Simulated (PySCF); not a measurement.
**Correlation energy of Al+ (aluminium, charge +1)**

[Ne] 3s2, closed-shell 1S. Calculation: PySCF 2.14, in def2-TZVP; no relativity, point nucleus. Frozen: [Ne]; 2 electrons correlated.

Total MP2 correlation energy: -27.27 mhartree.

Same-spin part 0.00 and opposite-spin part -27.27 mhartree; SCS-MP2 scales them by 1/3 and 6/5 to -32.72 mhartree.

With two correlated electrons CCSD is exact within the correlated space (frozen core and kept virtual orbitals).

```
level  correlation energy (mhartree)
 CCSD                         -39.34
```

Diagnostics: T1 = 0.0086, D1 = 0.0121, largest double amplitude 0.112.

Cost of the coupled-cluster step: 0.16 s of wall time on 1 thread of Neoverse-N1 (shared host), for 2 correlated electrons.
